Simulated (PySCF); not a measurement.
Calculation: B3LYP-D3(BJ)/def2-TZVP // TPSS-D3(BJ)/def2-SVP (PySCF). Isolated molecules, 0 K electronic values unless said otherwise. One relaxed conformer stands for a flexible species; it need not be the lowest. B3LYP has the VWN-RPA correlation part, as in Gaussian. 

Reference species: [Zn(CH3)(SH)] (neutral, multiplicity 1).

- coordination number: 2
- HOMO–LUMO gap: 6.19 eV
- HOMO: -6.84 eV

Changed species: [Zn(CH3)2] (0 of 2 CH3 replaced by SH; the reference has 1 of 2 CH3 replaced by SH).

Task: Predict the effect on the coordination number, HOMO–LUMO gap and HOMO.

Result: the coordination number is nearly the same; the HOMO–LUMO gap rises by 0.64 eV, to 6.83 eV; the HOMO decreases by 0.10 eV, to -6.94 eV.
